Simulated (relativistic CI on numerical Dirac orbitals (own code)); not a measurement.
**Level scheme of Ge¹⁵⁺**

These numbers are calculated, not measured: Dirac-Coulomb-Breit CI, orbitals from a KLI potential per configuration, model QED, unscaled Slater integrals (own radial code, finite nucleus).

CI space (outside the closed core [Ne]): 3s²3p⁵, 3s3p⁶, 3s²3p⁴3d, 3s3p⁵3d, 3p⁶3d, 3s3p⁴3d², 3s²3p⁴4s, 3s²3p³3d4p, 3p⁶4s, 3s²3p⁴4p, 3p⁶4p, 3s3p⁴3d4s, 3s²3p⁴4d, 3s3p⁵4s, 3s²3p⁴4f, 3s3p⁵4p, 3p⁵3d4p, 3s3p⁵4d, 3s²3p⁴5s, 3s3p⁵4f, 3s²3p⁴5p, 3s²3p⁴5d, 3s²3p³4s4p, 3s²3p⁴5f, 3s²3p⁴5g, 3s3p⁴4s², 3s3p⁵5s, 3s²3p⁴6s, 3s3p⁵5p, 3s²3p³3d², 3s²3p²3d³, 3s3p³3d³, 3s²3p²3d²4s, 3s²3p²3d²4p, 3s²3p²3d²4d, 3p⁵3d², 3p⁴3d³, 3p⁴3d²4s, 3p⁴3d²4p, 3p⁴3d²4d, 3s²3p³3d4s, 3s3p³3d²4s, 3s²3p²3d4s², 3s²3p²3d4s4p, 3s²3p²3d4s4d, 3p⁵3d4s, 3p⁴3d4s², 3p⁴3d4s4p, 3p⁴3d4s4d, 3s²3p³4s², 3s3p³3d4s², 3s²3p²4s²4p, 3s²3p²4s²4d, 3s²3p³4p², 3s²3p²3d4p², 3s3p³3d4p², 3s²3p²4s4p², 3s²3p²4p³, 3s²3p²4p²4d. Double excitations out of closed p, d and f shells are left out; levels of such configurations are missing from the list, as are those of other unlisted configurations, and high levels can miss mixing partners. These lack a partner that the ground configuration has and come out too high: 3s²3p⁴4f, 3s3p⁵4p, 3s3p⁵4d, 3s²3p⁴5s, 3s3p⁵4f.

The lowest level is 3s²3p⁵ ²P°3/2, with 97 % of that term; Hund's rules for 3s²3p⁵ give ²P° with J = 3/2, in agreement.

| No. | Configuration | Term | J | E (eV) | % | Next component (%) | Landé g |
| --- | --- | --- | --- | --- | --- | --- | --- |
| 1 | 3s²3p⁵ | ²P° | 3/2 | 0.000 | 97 | 2 3s²3p³3d² ²P° | 1.332 |
| 2 | 3s²3p⁵ | ²P° | 1/2 | 5.934 | 97 | 2 3s²3p³3d² ²P° | 0.664 |
| 3 | 3s3p⁶ | ²S | 1/2 | 55.184 | 72 | 26 3s²3p⁴3d ²S | 2.001 |
| 4 | 3s²3p⁴3d | ⁴D | 5/2 | 71.253 | 86 | 5 ²D | 1.352 |
| 5 | 3s²3p⁴3d | ⁴D | 3/2 | 71.583 | 82 | 8 ²D | 1.188 |
| 6 | 3s²3p⁴3d | ⁴D | 7/2 | 71.616 | 89 | 6 ⁴F | 1.408 |
| 7 | 3s²3p⁴3d | ⁴D | 1/2 | 72.356 | 80 | 14 ²P | 0.182 |
| 8 | 3s²3p⁴3d | ⁴F | 9/2 | 76.364 | 86 | 12 ²G | 1.305 |
| 9 | 3s²3p⁴3d | ²P | 1/2 | 77.595 | 78 | 16 ⁴D | 0.601 |
| 10 | 3s²3p⁴3d | ⁴F | 7/2 | 77.721 | 57 | 21 ²F | 1.161 |
| 11 | 3s²3p⁴3d | ²D | 3/2 | 79.023 | 41 | 27 ⁴F | 0.911 |
| 12 | 3s²3p⁴3d | ⁴F | 5/2 | 79.750 | 90 | 4 ²D | 1.040 |
| 13 | 3s²3p⁴3d | ⁴P | 1/2 | 79.906 | 90 | 5 ²P | 2.534 |
| 14 | 3s²3p⁴3d | ²P | 3/2 | 79.958 | 46 | 16 ⁴P | 1.191 |
| 15 | 3s²3p⁴3d | ⁴F | 3/2 | 80.705 | 50 | 32 ²D | 0.717 |
| 16 | 3s²3p⁴3d | ²F | 7/2 | 81.760 | 40 | 32 ⁴F | 1.135 |
| 17 | 3s²3p⁴3d | ⁴P | 5/2 | 82.222 | 56 | 32 ²D | 1.394 |
| 18 | 3s²3p⁴3d | ⁴P | 3/2 | 82.691 | 50 | 34 ²P | 1.461 |
| 19 | 3s²3p⁴3d | ²D | 5/2 | 83.702 | 55 | 30 ⁴P | 1.323 |
| 20 | 3s²3p⁴3d | ²G | 7/2 | 84.519 | 59 | 37 ²F | 0.992 |
| 21 | 3s²3p⁴3d | ²G | 9/2 | 84.870 | 86 | 12 ⁴F | 1.137 |
| 22 | 3s²3p⁴3d | ²F | 5/2 | 85.589 | 86 | 8 ²D | 0.911 |
| 23 | 3s²3p⁴3d | ²F | 5/2 | 89.582 | 84 | 11 ²D | 0.905 |
| 24 | 3s²3p⁴3d | ²F | 7/2 | 91.195 | 93 | 2 ²G | 1.140 |
| 25 | 3s²3p⁴3d | ²D | 3/2 | 95.199 | 85 | 5 ⁴F | 0.810 |
| 26 | 3s²3p⁴3d | ²D | 5/2 | 97.626 | 81 | 8 ²F | 1.186 |
| 27 | 3s²3p⁴3d | ²S | 1/2 | 99.385 | 68 | 24 3s3p⁶ ²S | 1.972 |
| 28 | 3s²3p⁴3d | ²P | 3/2 | 103.799 | 81 | 15 ²D | 1.253 |
| 29 | 3s²3p⁴3d | ²D | 5/2 | 104.516 | 95 | 2 3s²3p²3d³ ²D | 1.195 |
| 30 | 3s²3p⁴3d | ²P | 1/2 | 106.050 | 94 | 2 ²S | 0.704 |
| 31 | 3s²3p⁴3d | ²D | 3/2 | 109.713 | 84 | 11 ²P | 0.859 |
| 32 | 3s3p⁵3d | ⁴P° | 1/2 | 123.654 | 83 | 15 3s²3p³3d² ⁴P° | 2.650 |
| 33 | 3s3p⁵3d | ⁴P° | 3/2 | 124.552 | 81 | 15 3s²3p³3d² ⁴P° | 1.719 |
| 34 | 3s3p⁵3d | ⁴P° | 5/2 | 126.247 | 78 | 15 3s²3p³3d² ⁴P° | 1.586 |
| 35 | 3s3p⁵3d | ⁴F° | 9/2 | 129.750 | 86 | 12 3s²3p³3d² ⁴F° | 1.333 |
| 36 | 3s3p⁵3d | ⁴F° | 7/2 | 130.325 | 77 | 12 3s²3p³3d² ⁴F° | 1.245 |
| 37 | 3s3p⁵3d | ⁴F° | 5/2 | 131.318 | 74 | 12 3s²3p³3d² ⁴F° | 1.056 |
| 38 | 3s3p⁵3d | ⁴F° | 3/2 | 132.446 | 75 | 12 3s²3p³3d² ⁴F° | 0.479 |
| 39 | 3s3p⁵3d | ⁴D° | 7/2 | 135.833 | 61 | 19 ²F° | 1.358 |
| 40 | 3s3p⁵3d | ⁴D° | 1/2 | 135.978 | 71 | 16 3s²3p³3d² ⁴D° | 0.061 |
| 41 | 3s3p⁵3d | ⁴D° | 5/2 | 136.693 | 59 | 12 3s²3p³3d² ⁴D° | 1.308 |
| 42 | 3s3p⁵3d | ⁴D° | 3/2 | 136.770 | 68 | 15 3s²3p³3d² ⁴D° | 1.136 |
| 43 | 3s3p⁵3d | ²F° | 7/2 | 137.360 | 59 | 17 3s²3p³3d² ²F° | 1.195 |
| 44 | 3s3p⁵3d | ²D° | 5/2 | 138.243 | 46 | 23 ²F° | 1.116 |
| 45 | 3s3p⁵3d | ²D° | 3/2 | 139.136 | 61 | 15 ²P° | 0.907 |

Energies count from the lowest computed level; ° marks odd parity.

The mean weight of the leading LS term, summed over parents, in these 45 levels is 74 %, and that of the leading jj configuration (from the same eigenvectors) 59 %, so LS coupling describes them better.

At this charge energies of transitions that change n are usually good to better than 1 %, and those within a shell (Δn = 0) to a few per cent.

LS names give the leading component of a level, which can be under half, so a name can repeat, a term be missing and a line seem to break the LS rules.
